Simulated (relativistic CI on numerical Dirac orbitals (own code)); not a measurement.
## Slater and spin-orbit integrals, Sr²⁺

These numbers are calculated, not measured: Dirac-Coulomb-Breit CI, orbitals from a KLI potential per configuration, a model potential for QED, valence Slater integrals scaled by 0.85, P86 correlation energy added to each configuration (own radial code, finite nucleus).

Slater integrals F^k, G^k are unscaled and averaged over j, outside the closed core [Ar] 3d10; ζ comes from projecting the Hamiltonian with its Breit term on Σ l·s of the shell.

- 4s²4p⁵4d: ζ(4p) = 6275.7, F^2(4p,4d) = 46581, G^1(4p,4d) = 55598, G^3(4p,4d) = 33605, ζ(4d) = 184.5 cm⁻¹; <r>(4p) = 1.535, <r^2>(4p) = 2.702, <r>(4d) = 2.333, <r^2>(4d) = 6.421 (bohr units).
- 4s²4p⁵5s: ζ(4p) = 6436.6, G^1(4p,5s) = 5997.4 cm⁻¹; <r>(4p) = 1.516, <r^2>(4p) = 2.631, <r>(5s) = 3.452, <r^2>(5s) = 13.34 (bohr units).
- 4s4p⁶4d: G^2(4s,4d) = 37472, ζ(4d) = 188.23 cm⁻¹; <r>(4s) = 1.342, <r^2>(4s) = 2.044, <r>(4d) = 2.306, <r^2>(4d) = 6.265 (bohr units).

In this model ζ of a weakly bound d, f or g electron outside closed shells comes out too small, for d by up to a factor of two or three and at times with the wrong sign; that of an outer p electron is too small as well.

For a near-neutral ion this model can misplace configurations by up to about 10,000 cm⁻¹ (more where the count of f electrons changes) and terms by 10 to 25 % of their spread. Rates follow the energies as ν³ (E1, M1) or ν⁵ (E2), so they and the lifetimes can be off by large factors. The fine structure of a lone outer electron comes out too small, for d and f at times inverted, and misplaced configurations move strength between like terms. 58 of the 69 excited levels that our extract of the measured tables holds in this range could be paired (the sources list more); they are missed by 2145 cm⁻¹ on average and 4454 at most, and levels without a partner can miss by more.

Averages of the first 10 configurations, taken without configuration mixing, which lowers the lowest level and can move excited configurations by several eV; other configurations of the list can lie among them:

| Configuration | Parity | States | Average energy above the lowest level (eV) |
| --- | --- | --- | --- |
| 4s²4p⁶ | even | 1 | 0.0 |
| 4s²4p⁵4d | odd | 60 | 24.1 |
| 4s²4p⁵5s | odd | 12 | 24.8 |
| 4s4p⁶4d | even | 20 | 46.6 |
| 4s²4p⁵5p | even | 36 | 28.8 |
| 4s²4p⁵6s | odd | 12 | 33.9 |
| 4s²4p⁵5d | odd | 60 | 34.1 |
| 4s²4p⁵4f | even | 84 | 35.8 |
| 4s²4p⁵6p | even | 36 | 35.5 |
| 4s²4p⁵6d | odd | 60 | 37.7 |
